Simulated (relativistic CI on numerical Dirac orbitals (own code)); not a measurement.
**Tc⁴⁺: L2,3 absorption edge**

Computed with this model: Dirac-Coulomb-Breit CI, separate exchange-only KLI orbitals for each configuration, model QED, valence Slater integrals scaled by 0.8, multiplet model of core-to-valence dipole absorption; configurations [Kr] 4d3 → [He] 2s2 2p5 3s2 3p6 3d10 4s2 4p6 4d4; 10 K; Lorentzian 2.4 eV and Gaussian 0.5 eV FWHM. Energies are those of the free ion, without screening or charge transfer. The branching ratio is the share of the lower-energy edge in the whole absorption, uncertain by about 0.02 where the edges overlap. S is read from ⟨S²⟩ = S(S + 1).

Field parameters in Wybourne normalisation: Oh B⁴₀ = 21Dq, B⁴₄ = √(5/14) B⁴₀. The field is a parameter set, without covalency.

free ion: ground-state S = 1.49, centroid 2708.06 eV, branching ratio 0.798. Peaks (eV, height): 2684.8 (100), 2801.5 (22).

Oh, 10Dq = 7250 cm⁻¹: ground-state S = 1.49, centroid 2717.54 eV, branching ratio 0.717. Peaks (eV, height): 2684.8 (100), 2801.0 (34).

Oh, 10Dq = 16350 cm⁻¹: ground-state S = 1.50, centroid 2719.50 eV, branching ratio 0.702. Peaks (eV, height): 2684.5 (100), 2800.5 (43).

Oh, 10Dq = 25500 cm⁻¹: ground-state S = 1.50, centroid 2720.28 eV, branching ratio 0.697. Peaks (eV, height): 2684.8 (100), 2800.5 (46).

Oh, 10Dq = 34600 cm⁻¹: ground-state S = 1.50, centroid 2720.78 eV, branching ratio 0.694. Peaks (eV, height): 2683.2 (71), 2685.5 (100), 2800.0 (42), 2801.5 (41).

Oh, 10Dq = 43700 cm⁻¹: ground-state S = 1.50, centroid 2721.16 eV, branching ratio 0.693. Peaks (eV, height): 2682.5 (74), 2686.2 (100), 2799.2 (41), 2802.5 (40).

The statistical ratio of this edge is 2/3 = 0.667. Values above it arise where the holes sit mainly in the j = l + 1/2 valence subshell or the ground state has high spin; values below it where core-valence Coulomb terms move weight to the upper edge, as in nearly empty shells. At deep edges of heavy elements the radial integrals of the two core levels differ, which raises the baseline.

Strongest unbroadened transitions for Oh, 10Dq = 25500 cm⁻¹:

| Energy (eV) | Relative strength |
| --- | --- |
| 2682.99 | 24.7 |
| 2683.24 | 43.9 |
| 2683.25 | 41.6 |
| 2684.41 | 35.6 |
| 2684.44 | 37.1 |
| 2684.73 | 98.5 |
| 2684.79 | 71.1 |
| 2684.89 | 100.0 |
| 2685.98 | 53.6 |
| 2686.01 | 46.1 |
| 2686.60 | 26.0 |
| 2686.61 | 35.0 |
| 2799.87 | 32.0 |
| 2799.96 | 30.0 |
| 2800.36 | 67.1 |
| 2801.01 | 25.1 |
| 2801.07 | 50.0 |
| 2801.13 | 33.7 |
